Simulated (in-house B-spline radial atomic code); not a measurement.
Settings and results of a run for the niobium ion Nb⁷⁺. Computed with a B-spline radial code for spherical atoms: Dirac-Kohn-Sham OLYP, spherical fractional occupations, Fermi nucleus of rms radius 4.324 fm.

Command:
```bash
python run_scf.py task.json out
```
Settings (nuclear radius in fm, mass in u):
```
Z                41
configuration    [Ar] 3d10 4s2 4p4
hamiltonian      dirac
method           optx,lyp
spin_polarised   False
nucleus          fermi
rms_radius       4.324
atomic_mass      92.90637
speed_of_light   137.035999084
```

Output (hartree, bohr):
```
 radial grid: 66 intervals, B-splines of order 8, outer radius 13.5065 bohr

 iter        energy (Eh)    residual
    1       -3801.619293    5.95e-01
    2       -3806.191130    4.77e-01
    3       -3808.404782    8.74e-02
    4       -3808.502308    1.91e-02
    5       -3808.505337    1.07e-02
    6       -3808.506676    5.46e-04
    7       -3808.506680    4.88e-05
    8       -3808.506680    1.17e-06
    9       -3808.506680    3.14e-08

 total energy                     -3808.50668
 kinetic                            3942.8929
 electron-nucleus                  -9061.2094
 Hartree                            1426.8772
 exchange-correlation               -117.0674

 first-order corrections (not in the total)
   Gaunt                             2.4777
   retardation                      -0.2447
   frequency dependence             -0.0144
   self-energy                       1.6643
   Uehling                          -0.1872
   Wichmann-Kroll                    0.0027
   recoil                            0.0159

 orbital      occ     eigenvalue          <r>       <r^2>       <1/r>     <1/r^2>       r_max    small
 1s1/2      2.000      -694.8928    0.0360982  0.00175775     42.3918     3786.65     0.02349  2.23e-02
 2s1/2      2.000      -100.7841     0.157688   0.0293696     9.62776     411.135      0.1333  4.56e-03
 2p1/2      2.000       -92.8476     0.134571   0.0222264     9.60185     133.395      0.1039  4.56e-03
 2p3/2      4.000       -89.3275     0.139041   0.0235989     9.16528     114.567      0.1076  4.42e-03
 3s1/2      2.000       -20.1427      0.44178     0.22371     3.28471     74.2488      0.3953  1.21e-03
 3p1/2      2.000       -17.1517      0.43694    0.222422     3.18331     23.7222      0.3827  1.15e-03
 3p3/2      4.000       -16.5773     0.447271    0.232837      3.0787     20.4838      0.3919  1.12e-03
 3d3/2      4.000       -11.3039     0.427357    0.219803     2.88929     10.6641      0.3315  1.00e-03
 3d5/2      6.000       -11.1960     0.430771    0.223172     2.86225     10.4298      0.3342  9.93e-04
 4s1/2      2.000        -5.7617       1.0865     1.32697     1.25912     14.2849       1.003  3.03e-04
 4p1/2      1.333        -4.8594      1.15614     1.51167     1.16795     4.40495       1.056  2.70e-04
 4p3/2      2.667        -4.7611       1.1769     1.56596     1.14199     3.86959       1.076  2.63e-04
```

Time taken, with all properties: 1.4 s on 1 thread of Arm Neoverse V2, on a shared host.

For the Dirac Hamiltonian the kinetic term is c α·p + (β - 1)c².
